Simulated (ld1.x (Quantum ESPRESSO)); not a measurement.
**sulfur: one change to an ultrasoft potential, before and after**

```
Element                 : S
Generator               : ld1.x (Quantum ESPRESSO) 7.5
Type                    : ultrasoft
Functional              : PBE
Relativity              : scalar-relativistic
Frozen core             : [Ne]
Valence charge          : 6
Reference configuration : 3s2 3p4
Partial waves           : 3s (bound): rcut 1.20, rcutus 1.65 bohr; 3s channel at 1.95 Ry: rcut 1.20, rcutus 1.65 bohr; 3p (bound): rcut 0.95, rcutus 1.10 bohr; 3p channel at -0.15 Ry: rcut 0.95, rcutus 1.10 bohr; 3d channel at 0.45 Ry: rcut 1.20, rcutus 1.65 bohr
Local potential         : all-electron potential smoothed inside 1.20 bohr (lloc = -1)
Core correction         : a·sin(br)/r model core, default radius (core density twice the valence density)
Augmentation charge     : PSQ, inside the norm-conserving radii
```

All-electron outer shells of the reference configuration (PBE, scalar-relativistic, ld1.x):

```
shell  level (eV)  outermost node (bohr)  outermost maximum (bohr)
   2s     -211.71                   0.13                      0.39
   2p     -156.51                      –                      0.33
   3s      -17.26                   0.60                      1.40
   3p       -7.01                   0.58                      1.61
```

Change: waves 3s (bound): rcut 1.18, rcutus 1.26 bohr; 3s channel at 1.95 Ry: rcut 1.18, rcutus 1.26 bohr.

Cutoffs: the cutoffs (Ry, on a coarse ladder) from which the occupation-weighted sum of valence levels, in a spherical-Bessel basis at the reference potential, stays within 10 and 1 mRy of its value at 400 Ry; they do not see the model core or the augmentation charge, which bear on the density cutoff. Errors are all-electron minus pseudo energies relative to the spin-unpolarised reference configuration.

Task: Predict the effect on cutoff, ghosts and configuration errors.

Result: The potential gets neither clearly harder nor softer (45 Ry and 50 Ry → 45 Ry and 55 Ry); both files keep a bound ghost (p); of the 7 tests that both files solve, the error grows in 2 and shrinks in 2 by more than 15 % and 0.3 meV (median size 0.4 → 0.3 meV).

| quantity | base | changed |
| --- | --- | --- |
| cutoff, loose | 45 Ry | 45 Ry |
| cutoff, tight | 50 Ry | 55 Ry |
| loose cutoff by channel (10 mRy a level) | s 6 Ry, p 40 Ry | s 18 Ry, p 40 Ry |
| bound ghosts | p | p |
| error for 3s2 3p3, meV [ΔE 11.77 eV] | -0.4 | -0.3 |
| error for 3s2 3p2, meV [ΔE 34.05 eV] | -0.1 | +1.0 |
| error for 3s2 3p1, meV [ΔE 68.09 eV] | +3.5 | +6.9 |
| error for 3s1 3p5, meV [ΔE 10.31 eV] | +0.8 | -0.1 |
| error for 3s2 3p3.5, meV [ΔE 4.66 eV] | -0.2 | -0.2 |
| error for 3s0 3p6, meV [ΔE 20.74 eV] | +4.1 | +1.0 |
| error for 3s2 3p4.3, meV [ΔE -1.71 eV] | +0.1 | +0.2 |
| s: phases at 1.79 bohr within 0.05 rad from the reference energy up to (Ry; the scan ends near 5) | to the end of the scan | 4.9 |
| p: phases at 1.79 bohr within 0.05 rad from the reference energy up to (Ry; the scan ends near 5) | to the end of the scan | to the end of the scan |
| d: phases at 1.79 bohr within 0.05 rad from the reference energy up to (Ry; the scan ends near 5) | to the end of the scan | to the end of the scan |
| lowest overlap eigenvalue by channel | s 0.41, p 0.80, d 1.00 | s 0.52, p 0.80, d 1.00 |

 A true bound ghost makes a file unfit for plane-wave use even where its test errors are small: the radial tests pick states by their node count and pass the ghost by.
